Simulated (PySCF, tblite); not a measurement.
Isomers of C7H4F2N (doublet state), one GFN2-xTB conformer each. Single-point energies are computed at B3LYP/pcH-1 (PySCF, gas phase, no added dispersion term), electronic only. GFN2-xTB treats the open shell by occupation alone, and not every SCF solution was tested for stability.

```csv
SMILES,GFN2-xTB relative energy (kJ/mol)
C=C1C(F)=C(F)[CH][C@@H]1C#N,0.0
[CH2][C@@H]1C(C#N)=CC(F)=C1F,104.0
C=C1[C](F)[C@@H](F)C=C1C#N,40.6
```

Conformers: `[CH2:1][C@@H:2]1[C:3]([C:4]#[N:5])=[CH:6][C:7]([F:8])=[C:9]1[F:10]` (doublet state) with H–C1–C2–C3 78° and -89°.

Problem. What does B3LYP/pcH-1 give for the same structures?

Solution. 
```csv
SMILES,B3LYP/pcH-1 E (Eh),B3LYP/pcH-1 (kJ/mol),GFN2-xTB (kJ/mol),point group
C=C1C(F)=C(F)[CH][C@@H]1C#N,-523.50935,0.0,0.0,C1
C=C1[C](F)[C@@H](F)C=C1C#N,-523.50509,11.2,40.6,C1
[CH2][C@@H]1C(C#N)=CC(F)=C1F,-523.47757,83.4,104.0,C1
```

Both levels put the same isomer lowest; measured from each level's own lowest isomer, the values differ by up to 29.4 kJ/mol (C=C1[C](F)[C@@H](F)C=C1C#N: 40.6 against 11.2). Neighbours under 21 kJ/mol apart (C=C1C(F)=C(F)[CH][C@@H]1C#N and C=C1[C](F)[C@@H](F)C=C1C#N) can change places with a better method, another conformer or zero-point energy.

Problem. What happens when harmonic zero-point energies from GFN2-xTB frequencies are added?

Solution. 
```tsv
SMILES	ZPE (kJ/mol)	electronic (kJ/mol)	with ZPE (kJ/mol)
C=C1C(F)=C(F)[CH][C@@H]1C#N	231.5	0.0	0.0
C=C1[C](F)[C@@H](F)C=C1C#N	230.3	11.2	10.0
[CH2][C@@H]1C(C#N)=CC(F)=C1F	226.7	83.4	78.7
```

The zero-point energies span 4.8 kJ/mol. The order is unchanged.

Problem. As an exercise, what shares would exp(−E/RT) give at 1000 K from these electronic energies alone (no entropy, no degeneracies)?

Solution. RT = 8.314 kJ/mol: C=C1C(F)=C(F)[CH][C@@H]1C#N 79.3 %, C=C1[C](F)[C@@H](F)C=C1C#N 20.7 %, [CH2][C@@H]1C(C#N)=CC(F)=C1F under 0.1 %.
